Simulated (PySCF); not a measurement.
Compound: C4H2F3S (doublet state).
Geometry (GFN2-xTB, Å), atoms numbered from 1 in this order:
```
atom  x, y, z in Å
F1     2.291   -1.101    0.356
C2     1.858    0.136    0.168
F3     2.861    0.974   -0.009
C4     0.549    0.462    0.163
F5     0.241    1.756   -0.040
C6    -0.519   -0.459    0.356
C7    -1.828   -0.082    0.344
S8    -3.111   -1.148    0.569
H9    -0.245   -1.490    0.517
H10   -2.089    0.957    0.182
```

The species is `FC(F)=C(F)[CH]C=S` [radical].

Computed, not measured: PySCF, UKS B3LYP, pcH-1 on C F H S, non-relativistic, mean-field spin-orbit, GIAO. One conformer (not necessarily the lowest) at the GFN2-xTB geometry, without solvent, vibrations or thermal averaging. The geometry wasn't refined by DFT: couplings that depend on bond lengths, twists or pyramidal angles can differ widely from those at the functional's own minimum, by a factor of two or more for some ions and for spin on atoms past the first row.

Output of the driver script. The program numbers atoms from 0.

```
UKS, coarse grid
  cycle   1  E = -851.07029792  |g| = 6.71e-01
  cycle   2  E = -847.99914457  |g| = 2.13e+00
  cycle   3  E = -851.17629035  |g| = 4.73e-01
  cycle   4  E = -851.26511834  |g| = 1.92e-01
  cycle   5  E = -851.28730744  |g| = 5.73e-02
  cycle   6  E = -851.28894312  |g| = 3.74e-02
  cycle   7  E = -851.29006480  |g| = 1.24e-02
  cycle   8  E = -851.29021647  |g| = 7.64e-03
  cycle   9  E = -851.29026689  |g| = 2.97e-03
  cycle  10  E = -851.29027532  |g| = 1.37e-03
  cycle  11  E = -851.29027716  |g| = 5.40e-04
UKS, final grid
  cycle   1  E = -851.29039720  |g| = 8.01e-04
  cycle   2  E = -851.29039688  |g| = 1.27e-03
  cycle   3  E = -851.29039751  |g| = 1.12e-04
  cycle   4  E = -851.29039753  |g| = 7.41e-05
  cycle   5  E = -851.29039754  |g| = 3.96e-05
  cycle   6  E = -851.29039754  |g| = 1.09e-05
E = -851.29039754 Eh   <S^2> = 0.7853 (exact 0.7500)
g shifts (ppm)      1          2          3
  rmc          -225       -225       -225
  gc             -5         48         50
  oz_so          10       9335     115197
  total        -220       9158     115023
hyperfine (MHz)  atom isotope    a_iso     a_fc   dipolar eigenvalues
    0   19F      47.20      47.20    -84.48    -66.89    151.37
    1   13C      34.41      34.41    -31.18    -30.10     61.27
    2   19F      53.45      53.45    -95.84    -80.31    176.15
    3   13C     -35.25     -35.25    -18.20      7.93     10.27
    4   19F     -19.10     -19.10    -46.75     17.12     29.62
    5   13C      33.17      33.17    -31.45    -30.90     62.36
    6   13C     -31.17     -31.17    -19.79      8.13     11.66
    7   33S      12.61      12.61    -55.81    -54.86    110.67
    8    1H     -24.31     -24.31    -10.35     -2.44     12.79
    9    1H       6.92       6.92     -3.39     -1.49      4.88
```

**Question.** The SCF converged. Which of these numbers needs a check, and why?

**Answer.** The largest g shift is +0.115, past the limit of 0.03 at which the run flags a species of elements up to argon. The orbital-Zeeman/spin–orbit term is second order, a sum of spin–orbit matrix elements over excitation energies, so it grows and becomes less reliable as an excited state comes close; a shift of this size calls for a check with another method. The contact and dipolar couplings don't rest on that expansion, but they belong to the state that the SCF found, and a close-lying state with the spin in another orbital would have other couplings; no stability test was run. The run left out the spin–orbit part of the hyperfine coupling.

**Question.** Where is the spin in this solution (atoms counted from 1)?

**Answer.** Largest spin populations (Mulliken): S8 (+0.61), C6 (+0.39), C2 (+0.28) and C7 (-0.18). Three atoms exceed +0.15. The positive populations add up to 1.34 and the negative ones to -0.34, together 2S = 1. ⟨S²⟩ = 0.7853 against the exact 0.7500, 4.7 % above the value of a pure doublet state. C6, the radical centre as drawn in `FC(F)=C(F)[CH]C=S`, holds a spin population of +0.39 out of 1.

**Question.** Average a_iso over equivalent nuclei, turn it into first-order splittings with g = 2.0023, and give the multiplets for abundant isotopes (0.05 mT or more).

**Answer.** 
```tsv
nuclei (from 1)	isotope	I	position	a_iso (MHz)	|a| (mT)	splits into
F3	19F	1/2	3 bonds from C6	53.4	1.91	1:1 doublet
F1	19F	1/2	3 bonds from C6	47.2	1.68	1:1 doublet
H9	1H	1/2	1 bond from C6	-24.3	0.87	1:1 doublet
F5	19F	1/2	2 bonds from C6	-19.1	0.68	1:1 doublet
H10	1H	1/2	2 bonds from C6, on C7 of spin population -0.18	6.9	0.25	1:1 doublet
```

Main spin sites, with 60 % or more of the largest population: C6, S8; positions count bonds from the nearest.
